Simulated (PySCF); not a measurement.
A structure optimised at PBE0-D3(BJ)/def2-SVP, used in a PySCF frequency run:

```xyz
7

Hf     0.0413     0.0139     0.0169
Cl     0.6942     1.9140    -1.1850
Cl     1.0975    -0.1646     2.0936
S      0.4051    -1.9979    -1.2661
H      0.1255    -1.3367    -2.4175
S     -2.3580     0.0796     0.3171
H     -2.3068     1.2856     0.9369
```
Charge 0, spin multiplicity 1.

Write its SMILES and formula.

[SH][Hf]([SH])([Cl])[Cl], Cl2H2HfS2

What are its rotational constants (standard atomic weights)?

0.99944, 0.98295, 0.94280 GHz
